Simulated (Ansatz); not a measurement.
Cost and result for the atomization energy of `NC1(N)O[SiH2]1` (11 atoms, 11 bonds).

```xyz
11

N     0.035   -1.480   -0.287
C    -0.048   -0.134    0.133
N    -0.400    0.031    1.506
O     1.123    0.723   -0.147
Si   -0.196    1.299   -0.992
H     0.189   -1.571   -1.282
H     0.776   -1.968    0.209
H     0.434    0.028    2.083
H    -1.030   -0.702    1.801
H    -0.100    1.190   -2.469
H    -0.783    2.585   -0.555
```

The species carries charge 0 and has multiplicity 1. Geometry: relaxed with PBE0-D4/def2-TZVP. It is one conformer, not always the lowest. Program: Ansatz. All runs use 4 threads of an Arm Neoverse V1 on a shared host. Times are those of one run each, without the atoms' runs, and a repeat can differ threefold. Electronic energies, without spin–orbit coupling; frozen cores. CCSD(T)/CBS adds CCSD(T) − MP2 in def2-TZVPP to the MP2 limit, and its time is that of the two runs behind it. T1 = 0.013. B3LYP takes the VWN-RPA correlation (the form of Gaussian; ORCA's B3LYP/G).

CCSD(T)/CBS is a level of theory with its own doubt, some kJ/mol a heavy atom from the limit and from the frozen cores, so smaller differences don't rank the functionals.

| level | functions | wall time | atomization (kJ/mol) | difference from CCSD(T)/CBS | per bond |
| --- | --- | --- | --- | --- | --- |
| PBE-D4/def2-TZVPP (with forces) | 250 | 2.7 s | 4022.4 | 118.4 | 10.8 |
| PBE0-D4/def2-TZVPP | 250 | 3.3 s | 3904.6 | 0.6 | 0.1 |
| r2SCAN-D4/def2-TZVPP (with forces) | 250 | 5.5 s | 3897.9 | -6.1 | -0.6 |
| B3LYP-D4/def2-TZVPP (with forces) | 250 | 5.5 s | 3912.0 | 8.0 | 0.7 |
| B2PLYP/def2-TZVPP | 250 | 6 s | 3857.3 | -46.7 | -4.2 |
| ωB97X-V/def2-TZVPP | 250 | 8.5 s | 3931.4 | 27.4 | 2.5 |
| ωB97M-V/def2-TZVPP (with forces) | 250 | 13 s | 3927.0 | 23.0 | 2.1 |
| MP2/def2-QZVPP | 478 | 25 s | 3925.9 | 21.9 | 2.0 |
| CCSD(T)/def2-TZVPP | 250 | 3 min | 3765.5 | -138.5 | -12.6 |
| CCSD(T)/CBS(def2) | – | 3.4 min | 3904.0 | 0.0 | 0.0 |

From PBE to PBE0 (25 % exact exchange), in def2-TZVPP and without D4, the atomization energy moves by −114.1 kJ/mol: exact exchange takes away binding that semilocal exchange gives to molecules. The D4 term adds +35.8 kJ/mol with B3LYP and +18.5 kJ/mol with PBE0; it sums over pairs of atoms, weighted by their polarisabilities, and B3LYP, whose exchange is more repulsive, gets the larger term. In def2-TZVPP, CCSD(T) changes the Hartree–Fock value by +1222.3 kJ/mol (the triples alone add +76.7 kJ/mol) and MP2 by +1299.7 kJ/mol; breaking electron pairs costs correlation energy, which Hartree–Fock lacks.
